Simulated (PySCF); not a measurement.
How methods differ on the ionisation energy of Zr

Zr [Kr] 4d2 5s2 (3F) → Zr⁺ [Kr] 4d2 5s1 (4F), as a difference of total energies. Calculation: PySCF 2.14, in cc-pVDZ-PP with ECP28MDF (4s4p3d1f, 38 functions); scalar relativity through the core potential. Correlated levels: valence: 4s2 4p6 frozen. The calculations carry no spin-orbit coupling.

```csv
method,ionisation energy (eV),error (eV)
UHF,5.228,-1.411
MN15,6.899,+0.260
r2SCAN,6.169,-0.470
MP2 (valence),6.046,-0.593
SCS-MP2 (valence),6.211,-0.428
```

Reference: 6.639 eV (measured; NIST levels, between the centres of gravity of the two terms).

Errors of the correlated levels include the incompleteness of this basis and the frozen core.

MP2 underrates the near-degeneracy of ns² with np² in the lower species.
